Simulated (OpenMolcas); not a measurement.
## W3+: moving or changing the point charges

W3+ among 6 point charges of -1 e arranged as an octahedron (Oh), 1.9 Å from the ion.

| Property | Result |
| --- | --- |
| Program | OpenMolcas 26.06 |
| Method | SS-CASPT2, IPEA 0.25 Eh, imaginary shift 0.1 Eh (closed shells correlated: 4f 5s 5p) |
| Basis | ANO-RCC-VDZP [7s6p4d2f1g] |
| Scalar Hamiltonian | DKH2, point nucleus |
| Active space | 3 electrons in 5 orbitals (5d) |
| State averaging | 2S+1 = 4 even, 10 roots; 2S+1 = 2 even, 40 roots |
| Spin-orbit coupling | RASSI with atomic mean-field integrals over the reference wave functions |

Runs around this geometry, states (labels of O, the rotations of Oh). Energies in cm-1 above the lowest state or level, χT in cm3 K/mol; 10Dq and B are least-squares fits to the states below 45000 cm-1, weighted by degeneracy, with a free offset, and given where the rms deviation is under 5 % of |10Dq| (or 100 cm-1) and under 700 cm-1.

```tsv
R (Å)	q (e)	Ground state	First state of that spin	10Dq	B (rms of fit)	First gap with spin-orbit (degeneracies)	χT at 300 K	First state of another spin
1.9	-0.5	4A2	4T2 5780			5530 (4, 4)	0.269	2E 12350
1.9	-1	4A2	4T2 12070			9100 (4, 4)	0.743	2E 12270
1.99	-1	4A2	4T2 10120	10573	603 (332)	8070 (4, 4)	0.596	2E 12320
```

Taking the first state of the same spin as R^-n, n = -ln(10120 / 12070) / ln(1.99 / 1.9) = 3.8 between the shortest and longest distance.

Scaling the charges by -0.5 / -1 = 0.50 scales the first state of the same spin by 5780 / 12070 = 0.48; with fixed orbitals a first-order splitting would follow the charge.

Roots that are degenerate in the reference are averaged as groups; the widest CASPT2 spread within a group is 350 cm-1 (the 3-fold group of multiplicity 2 near 54200 cm-1 above the lowest state of its run, R = 1.99, q = -1). Shifts and gaps below about the spread of the groups concerned are not significant. Free-ion shares, where given, are those of the reference states; single-state CASPT2 does not remix them. This field is weak: 10Dq is about 6330 cm-1, while octahedral complexes of 5d ions of charge 3 and more, computed by the same method with explicit ligands, had a median near 35000 cm-1. Ground spin and moment need not be those of a real site (figures for R = 1.9, q = -0.5; the like holds for R = 1.9, q = -1, R = 1.99, q = -1). Spin-orbit coupling mixes the spin-free states strongly: the lowest level takes only 59 % from its leading state, 4A2 (holds for R = 1.9, q = -0.5). Point charges carry no covalency, so the field is a model and not that of real ligands. No measured value stands beside these numbers.
